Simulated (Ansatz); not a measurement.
## Worked example: C2H2FI + CHBr2I → C2HFI2 + CH2Br2

Species: C2H2FI `F/C=C/I`, singlet; CHBr2I (dibromoiodomethane) `BrC(Br)I`, singlet; C2HFI2 `F/C(I)=C\I`, singlet; CH2Br2 (dibromomethane) `BrCBr`, singlet. The partners trade H for I; both sit on C, so the bond types are kept.

Shapes, held fixed at every level: PBE0-D4/def2-TZVP. Programs: Ansatz 0.2.0. The zero-point and thermal change to 298 K, harmonic and unscaled (PBE0-D4/def2-TZVP), is +0.8 kJ/mol.

At CCSD(T)/def2-TZVPP; 1 Eh = 2625.50 kJ/mol:

```
species   energy (Eh)
 C2H2FI   -474.113217
 CHBr2I  -5481.173576
 C2HFI2   -770.650821
 CH2Br2  -5184.644088
```

Problem. Work out ΔH(298 K) of the reaction at this level.

Solution. 
1. Products less reactants: (-770.650821) + (-5184.644088) − [(-474.113217) + (-5481.173576)] = -0.008116 Eh = -21.3 kJ/mol.
2. With the thermal change: -21.3 + (+0.8) = -20.5 kJ/mol.

Other levels give -25.8 (r2SCAN0-D4/def2-TZVPP) to -20.0 kJ/mol (CCSD/def2-SVP). No measured value is set beside it here. For atoms past krypton def2 sets carry core potentials with scalar relativity. Relativity is left out for Br. Outer-core shells of Br, I are correlated in most correlated rows, in sets that cover them unevenly.
